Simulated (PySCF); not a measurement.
Calculation: B3LYP-D3(BJ)/def2-TZVP in PySCF. All species are isolated molecules in the gas phase. One relaxed conformer stands for a flexible species; it need not be the lowest. B3LYP has the VWN-RPA correlation part, as in Gaussian. Excitations are Tamm–Dancoff values on a coarser integration grid. The basis has no diffuse functions, so Rydberg states are missing or too high.

Reference species (SMILES): `CBO` (C–B–O–H torsion 180°) (neutral, multiplicity 1).

```yaml
T1 excitation (TDA): 6.27 eV
HOMO: -8.38 eV
```

Changed species: `BCO`.

**Question.** Predict the effect on the T1 excitation (TDA) and HOMO.

**Answer.** the T1 excitation (TDA) decreases by 1.69 eV, to 4.58 eV; the HOMO rises by 0.68 eV, to -7.70 eV.
